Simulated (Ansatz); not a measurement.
`[F][GaH][SiH3]` from Hartree–Fock to CCSD(T)

Cartesian coordinates in Å:
```
F 1.745 1.693 -0.758
Ga 0.374 0.640 -1.117
Si -0.397 -0.574 0.812
H -0.058 0.719 -2.619
H -0.881 0.386 1.839
H -1.508 -1.497 0.458
H 0.724 -1.367 1.384
```

Total charge 0; spin multiplicity 1. Correlated methods include outer-core shells of Ga, which these sets cover unevenly. Scalar relativity is left out up to krypton. Geometry: relaxed with PBE0-D4/def2-TZVP. Frozen core, restricted reference, Ansatz.

```
     basis      HF (Eh)  MP2 corr.  CCSD corr.       (T)  CCSD(T) total
  def2-SVP            ?   -0.50245    -0.52544  -0.01278              ?
def2-TZVPP  -2314.03991          ?    -0.63208         ?              ?
def2-QZVPP            ?   -0.88846           –         –              –
```

Problem. Fill in the withheld values. (An estimate is asked.)

Solution. Computed: def2-SVP HF (Eh): -2313.55992; def2-SVP CCSD(T) total: -2314.09814; def2-TZVPP MP2 corr.: -0.60742; def2-TZVPP (T): -0.02107; def2-TZVPP CCSD(T) total: -2314.69306; def2-QZVPP HF (Eh): -2314.09451.
